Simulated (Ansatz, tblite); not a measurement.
Spin states of the cluster MgZn2⁺ (the lowest doublet isomer of a short search), each relaxed with PBE/def2-TZVP in Ansatz. Electronic energies in the gas phase.

The xTB rows come from tblite. LC-ωPBE has ω = 0.4 bohr⁻¹. Correlated methods freeze 19 core orbitals; core or outer-core shells of Mg are correlated, in sets that lack core-valence functions. In the quartet geometry the species has come apart into loosely held pieces. The structure comes from a short search, and lower isomers may exist.

Doublet geometry (C∞v within 0.1 Å):

```xyz
3

Mg    2.652    0.355   -0.652
Zn   -0.042    0.000    0.010
Zn   -2.610   -0.354    0.642
```

Quartet geometry (C∞v within 0.1 Å):

```xyz
3

Mg    2.869    1.403    0.895
Zn   -0.307   -0.151   -0.095
Zn   -2.561   -1.252   -0.800
```

⟨S²⟩: doublet 0.78 at PBE0/def2-TZVP (pure 0.75), quartet 3.75 at PBE0/def2-TZVP (pure 3.75).

Run but left out: HF/STO-3G, MP2/def2-TZVP, MP2/def2-TZVPP (doublet: ⟨S²⟩ 1.00 to 3.77, where a pure state has 0.75).

Only these spin states were relaxed. The quartet has fallen apart into loose fragments. The quartet has other bonds than the doublet, so the gap mixes isomer and spin.

| level | quartet − doublet (kcal/mol) | lowest of these | remarks |
| --- | --- | --- | --- |
| GFN2-xTB | 144.8 | doublet | – |
| HF/def2-TZVP | 45.3 | doublet | spin-contaminated (⟨S²⟩ 1.00) (doublet) |
| HF/def2-TZVPP | 45.3 | doublet | spin-contaminated (⟨S²⟩ 1.00) (doublet) |
| PBE/def2-TZVP | 70.8 | doublet | – |
| revPBE/def2-TZVP | 68.4 | doublet | – |
| r2SCAN/def2-TZVP | 64.4 | doublet | – |
| r2SCANh/def2-TZVP | 63.8 | doublet | – |
| PBE0/def2-TZVP | 66.8 | doublet | – |
| r2SCAN0/def2-TZVP | 63.0 | doublet | – |
| BHLYP/def2-TZVP | 68.9 | doublet | – |
| LC-ωPBE/def2-TZVP | 62.3 | doublet | spin-contaminated (⟨S²⟩ 0.88) (doublet) |
| RPA@PBE/def2-TZVP | 64.7 | doublet | – |
| CCSD/def2-TZVPP | 65.4 | doublet | spin-contaminated (⟨S²⟩ 1.00) (doublet) |
| CCSD(T)/def2-TZVPP | 67.2 | doublet | spin-contaminated (⟨S²⟩ 1.00) (doublet) |

Change of the quartet − doublet gap on mixing in exact exchange, in kcal/mol: PBE to PBE0 (25 % exact exchange) -4.0; r2SCAN to r2SCANh (10 % exact exchange) -0.6; r2SCAN to r2SCAN0 (25 % exact exchange) -1.4.

The xTB methods have no term that favours high spin, so they put low spin too low.
